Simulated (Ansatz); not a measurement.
Stepwise reaction of `NB(Cl)Cl` with hydrogen fluoride, as a gas-phase model of exchange steps in deposition or etching. ΔE in kJ/mol; ΔG adds harmonic PBE0-D4 terms to CCSD(T)/CBS, at 1 bar.

Calculated with Ansatz (gas phase, PBE0-D4/def2-TZVP geometries, no zero-point term in ΔE). CBS: MP2 limit from def2 TZ/QZ plus the TZ coupled-cluster correction, frozen cores. This one scheme is used for every species. Functionals use def2-TZVPP. B3LYP here is the variant with VWN-RPA as its local correlation; programs differ in this. One conformer a species, not always the lowest.

```tsv
step	reaction	PBE-D4	B3LYP-D4	ωB97M-V	CCSD(T)/CBS	ΔG(500 K)
1	`NB(Cl)Cl` + H–F → `NB(F)Cl` + HCl	-46.5	-55.7	-54.5	-47.6	-55.3
2	`NB(F)Cl` + H–F → `NB(F)F` + HCl	-50.5	-60.2	-58.5	-54.3	-55.8
```

Q: By hand: ΔE of the 2 steps together at CCSD(T)/CBS.

A: (-47.6) + (-54.3) = -101.9 kJ/mol, or -51.0 kJ/mol a step.

In ΔE each step is lower than the one before. All are downhill at CCSD(T)/CBS. ΔG lies between -55.8 and -55.3 kJ/mol a step. PBE-D4 differs from CCSD(T)/CBS by 1.1 to 3.8 kJ/mol a step. Isolated molecules leave out the surface, adducts and barriers. Largest T1 diagnostic: 0.011.
